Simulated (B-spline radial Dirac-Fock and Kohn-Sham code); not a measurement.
How the levels of dysprosium move as electrons are removed

Model: ΔSCF Dirac-Fock with Breit, self-energy and vacuum polarisation, finite nucleus, configuration average. Program: a radial atomic solver. Each ion is free and in its tabulated ground configuration. The model has no electron correlation.

Reference: Dy³⁹⁺, [Ar] 3d9, with K (1s) 55641.9 eV, L1 (2s) 10857.1 eV, L2 (2p1/2) 10396.1 eV, M1 (3s) 3722.5 eV, M2 (3p1/2) 3526.0 eV, Kα1 (K-L3) 46042.0 eV, Kβ1 (K-M3) 52293.9 eV, Lℓ (L3-M1) 5877.4 eV. Shifts from it, in eV (a dash: the subshell is empty, belongs to an open shell averaged over j, or its hole state is left out as unreliable):

| ion | configuration | K (1s) | L1 (2s) | L2 (2p1/2) | M1 (3s) | M2 (3p1/2) | Kα1 | Kβ1 | Lℓ |
| --- | --- | --- | --- | --- | --- | --- | --- | --- | --- |
| Dy⁴⁰⁺ | [Ar] 3d8 | +140.4 | +135.8 | +137.4 | +102.3 | +103.6 | +3.93 | +39.33 | +34.19 |
| Dy⁴¹⁺ | [Ar] 3d7 | +283.2 | +273.7 | +277.0 | +205.8 | +208.5 | +8.15 | +79.80 | +69.30 |
| Dy⁴²⁺ | [Ar] 3d6 | +428.4 | +413.6 | +418.7 | +310.4 | +314.7 | +12.65 | +121.43 | +105.35 |
| Dy⁴³⁺ | [Ar] 3d5 | +576.0 | +555.6 | +562.6 | +416.3 | +422.2 | +17.46 | +164.21 | +142.31 |
| Dy⁴⁴⁺ | [Ar] 3d4 | +726.1 | +699.7 | +708.6 | +523.3 | +531.0 | +22.57 | +208.14 | +180.20 |
| Dy⁴⁵⁺ | [Ar] 3d3 | +878.5 | +845.7 | +856.8 | +631.5 | +641.0 | +27.99 | +253.22 | +219.01 |
| Dy⁴⁶⁺ | [Ar] 3d2 | ? | ? | ? | ? | ? | ? | ? | ? |
| Dy⁴⁷⁺ | [Ar] 3d1 | +1190.5 | +1143.9 | +1159.6 | +851.3 | +864.9 | +39.81 | +346.88 | +299.36 |

**Question.** Give the missing shifts for Dy⁴⁶⁺.

**Answer.** K (1s) +1033.3, L1 (2s) +993.8, L2 (2p1/2) +1007.1, M1 (3s) +740.8, M2 (3p1/2) +752.3, Kα1 +33.74, Kβ1 +299.47, Lℓ +258.73 (eV).

Over this range K (1s) moves by +1190.5 eV and Kα1 by +39.8 eV: a line is a difference of two levels that shift in the same direction.

Values without a named source are computed, but for edge energies of neutral atoms, which are taken from tables.
